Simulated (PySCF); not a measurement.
C4H2F3NO.
Cartesian coordinates in Å at the GFN2-xTB level; atoms count from 1:
```
atom  x, y, z in Å
N1    -3.1768    1.1394    0.2107
C2    -2.0420    1.0384    0.1564
C3    -0.6103    0.8837    0.0876
F4    -0.0333    1.6638   -0.8593
O5     0.1140    0.7216    1.2415
C6     0.0475   -0.4014    0.4057
C7     1.3104   -0.7901   -0.3393
F8     1.9745   -1.7415    0.3464
F9     0.9817   -1.3352   -1.5318
H10   -0.5475   -1.2366    0.7669
H11    1.9872    0.0606   -0.5106
```

Theory: TDDFT PBE0/def2-SVPD, vertical, gas phase, core orbitals frozen in the response in PySCF.

| state | E (eV) | λ (nm) | ν̃ (cm⁻¹) | f | main configurations (H = HOMO, L = LUMO) |
| --- | --- | --- | --- | --- | --- |
| S1 | 7.23 | 171.5 | 58320 | 0.0022 | H→L+1 (64%), H→L (12%) |
| S2 | 7.55 | 164.1 | 60930 | 0.0067 | H-1→L (60%), H→L (16%), H-2→L (11%) |
| S3 | 7.64 | 162.2 | 61640 | 0.050 | H→L (35%), H-1→L+1 (28%), H-1→L (16%) |
| S4 | 7.98 | 155.4 | 64350 | 0.0040 | H-2→L (52%), H-1→L+1 (13%) |
| S5 | 8.09 | 153.2 | 65260 | 0.037 | H-1→L+1 (47%), H-1→L (13%), H-2→L (11%) |
| S6 | 8.60 | 144.2 | 69350 | 0.068 | H-3→L (47%), H-2→L+1 (13%), H→L (12%) |
| S7 | 8.73 | 142.0 | 70430 | 0.027 | H-3→L+1 (64%), H-5→L+1 (17%), H→L+1 (8%) |
| S8 | 8.88 | 139.6 | 71630 | 0.068 | H-4→L (48%), H-3→L (18%) |

Triplets (Tamm–Dancoff): T1 6.02 eV, H→L (43%), H-2→L+1 (21%); T2 6.56 eV, H→L+1 (31%), H-2→L+1 (24%), H→L (16%); T3 6.59 eV, H-2→L+1 (24%), H→L+1 (19%), H-2→L (16%).

The lowest singlet lies at 7.23 eV (171 nm, vacuum ultraviolet) and is very weak; its leading configuration is HOMO→LUMO+1 (64%). The largest oscillator strength of a single state is 0.068. Löwdin shares by element: HOMO carbon 29% or more, nitrogen 20%, oxygen 17% (atoms not listed hold the other 34%); LUMO carbon 51% or more, nitrogen 30% (atoms not listed hold the other 19%). Weighted by f, the mean energy of these states is 8.38 eV. Orbital energies (eV): HOMO-3 -11.31, HOMO-2 -11.08, HOMO-1 -10.15, HOMO -10.03, LUMO -0.97, LUMO+1 -0.82, LUMO+2 0.54. The listed states span 1.65 eV, and the widest gap between neighbours is 0.51 eV (S5 to S6). Only the lowest 8 singlets were computed, as vertical energies without vibronic structure.

One conformer stands for the species.
